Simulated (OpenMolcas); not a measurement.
Fe5+, Ru5+, Os5+: d3 down the group

| Item | Value |
| --- | --- |
| Program | OpenMolcas |
| Method | CASSCF |
| Basis | ANO-RCC-VQZP |
| Scalar Hamiltonian | DKH2, point nucleus |
| Spin-orbit coupling | state interaction with AMFI integrals over the reference wave functions, term energies averaged over their components |

Active space for each ion: 3 electrons in 5 orbitals (d).

Computed levels in cm-1 above 4F 3/2:

```json
{"Level": "4F 5/2", "Fe5+": "515", "Ru5+": "1342", "Os5+": "5888"}
{"Level": "4F 7/2", "Fe5+": "1213", "Ru5+": "3013", "Os5+": "11086"}
{"Level": "4F 9/2", "Fe5+": "2072", "Ru5+": "4881", "Os5+": "14955"}
{"Level": "4P 1/2", "Fe5+": "23173", "Ru5+": "16620", "Os5+": "19293"}
{"Level": "4P 3/2", "Fe5+": "23365", "Ru5+": "16618", "Os5+": "17007"}
{"Level": "2G 7/2", "Fe5+": "23863", "Ru5+": "18497", "Os5+": "24679"}
{"Level": "4P 5/2", "Fe5+": "23998", "Ru5+": "18712", "Os5+": "26811"}
{"Level": "2G 9/2", "Fe5+": "24556", "Ru5+": "19498", "Os5+": "38721"}
{"Level": "2P 1/2", "Fe5+": "31410", "Ru5+": "24031", "Os5+": "32364"}
{"Level": "weight of 4F in the lowest level (%)", "Fe5+": "100", "Ru5+": "99", "Os5+": "87"}
```

Mixed levels, with the weight of the term that names them: Os5+ 4F 9/2 (68 %), Os5+ 4P 3/2 (52 %), Os5+ 2G 9/2 (57 %).

Measured, with the error of the calculation in %. Measured levels: Fe5+ from Corliss and Sugar, J. Phys. Chem. Ref. Data 11, 135 (1982); Os5+ from the list in Brasseur, Palmeri and Quinet, Atoms 13, 11 (2025).

| Level | Fe5+ | Os5+ |
| --- | --- | --- |
| 4F 5/2 | 511 (+0.8) | 6397 (-8.0) |
| 4F 7/2 | 1188 (+2.1) | 11444 (-3.1) |
| 4F 9/2 | 2001 (+3.6) | 14678 (+1.9) |
| 4P 1/2 | 18738 (+23.7) | 16772 (+15.0) |
| 4P 3/2 | 18942 (+23.4) |  |
| 2G 7/2 | 20616 (+15.7) | 22920 (+7.7) |
| 4P 5/2 | 19611 (+22.4) | 24828 (+8.0) |
| 2G 9/2 | 21315 (+15.2) | 37019 (+4.6) |
| 2P 1/2 | 26496 (+18.5) | 28860 (+12.1) |

The fine-structure level 4F 9/2 changes by a factor of 7.22 from Fe5+ to Os5+.

Without spin-orbit coupling 4P lies 22505, 15087, 13723 cm-1 above 4F in that order; the difference to the level 4P 1/2, of either sign, comes from spin-orbit coupling, which also lowers the zero.

Without dynamic correlation excited terms often stand tens of per cent too high (terms of higher spin than the ground term too low), and those without a measured partner can miss by more than the paired ones. Computed and measured levels are paired by configuration, term and J; levels that our copy of the source lacks, or whose pairing is in doubt (as where it misses far off the trend of its configuration), stay unpaired and out of the deviations. Levels of configurations outside the active space are missing.
